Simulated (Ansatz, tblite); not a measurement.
Forces on ReS2 at its PBE0-D4/def2-TZVP geometry. Total charge 0; doublet.

In the def2 sets Re takes a core potential; there is no spin–orbit coupling. The xTB rows come from tblite. At PBE-D4/def2-TZVP the charge 0 doublet is spin-contaminated (final ⟨S²⟩ up to 1.13, 0.75 for a pure state). Another isomer (quartet) lies 2.70 eV lower at PBE0-D4/def2-TZVP; other spin states weren't run for this one.

GFN1-xTB (tblite), largest force 0.96 eV/Å:

```xyz
3
positions Å, forces eV/Å
Re   -0.024   -0.987    0.867   -0.015   -0.619    0.544
S    -0.991    0.393   -0.581   -0.841    0.225   -0.397
S     1.015    0.594   -0.287    0.855    0.394   -0.148
```

GFN2-xTB (tblite), largest force 1.89 eV/Å:

```
Re -0.048 -1.420 1.245
S -1.163 0.581 -0.788
S 1.211 0.839 -0.457
```

PBE-D4/def2-TZVP (Ansatz), largest force 0.23 eV/Å:

```
Re -0.011 -0.072 0.061
S -0.211 0.007 -0.056
S 0.222 0.065 -0.005
```
